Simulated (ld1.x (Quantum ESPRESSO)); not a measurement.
What one change does to a pseudopotential (N, TM semilocal)

* Element: N
* Generator: ld1.x (Quantum ESPRESSO) 7.5
* Type: norm-conserving Troullier–Martins (semilocal form)
* Functional: PBEsol
* Relativity: scalar-relativistic
* Frozen core: [He]
* Valence charge: 5
* Reference configuration: 2s1.75 2p3.25
* Partial waves: 2p (bound): rc 2.30 bohr; 3d channel at 0.45 Ry: rc 2.30 bohr; 2s (bound): rc 0.80 bohr
* Local potential: the s channel
* Core correction: Bessel-smoothed model core inside 0.45 bohr

Change: reference 2s2 2p1.

Cutoffs: the cutoffs (Ry, on a coarse ladder) from which the occupation-weighted sum of valence levels, in a spherical-Bessel basis at the reference potential, stays within 10 and 1 mRy of its value at 400 Ry; they do not see the model core or the augmentation charge, which bear on the density cutoff. Errors are all-electron minus pseudo energies relative to the spin-unpolarised reference configuration.

Question: What does the change do?

Answer: The potential gets harder (50 Ry and 140 Ry → 60 Ry and 160 Ry); the range in which the p phases agree narrows (upper end 0.7 → -1.4); the range in which the d phases agree narrows (upper end at the end of the scan → 3.5); neither file shows a bound ghost. A semilocal file is local in each channel, so a ghost entry of none says nothing of the separable form that plane-wave codes build from it.

| quantity | base | changed |
| --- | --- | --- |
| cutoff, loose | 50 Ry | 60 Ry |
| cutoff, tight | 140 Ry | 160 Ry |
| loose cutoff by channel (10 mRy a level) | p 25 Ry, s 45 Ry | p 30 Ry, s 50 Ry |
| bound ghosts | none | none |
| largest error over its own tests, meV | +4302 | +1081 |
| s: phases at 2.48 bohr within 0.05 rad from the reference energy up to (Ry; the scan ends near 5) | to the end of the scan | to the end of the scan |
| p: phases at 2.48 bohr within 0.05 rad from the reference energy up to (Ry; the scan ends near 5) | 0.7 | -1.4 |
| d: phases at 2.48 bohr within 0.05 rad from the reference energy up to (Ry; the scan ends near 5) | to the end of the scan | 3.5 |
